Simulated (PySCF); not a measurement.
Harmonic spectrum computed at PBE0 in the def2-SVP basis family (core potentials from Rb on, PySCF, no spin–orbit coupling):

```
ω (cm⁻¹)  IR (km/mol, summed over degenerate members)  degeneracy
      73                                          0.2           1
     115                                          1.5           2
     455                                          0.0           1
     484                                         77.2           2
```

Q: Which molecule gave it? In each, all ligands are bound to the one heavy central atom.
A. ZrCl₃⁺ (singlet)
B. PdCl₃⁺ (triplet)
C. PbCl₃⁺ (singlet)
D. OsCl₃⁺ (triplet)
E. HfCl₃⁺ (singlet)

A: D. It has D3h symmetry with Os–Cl 2.136 Å (×3).
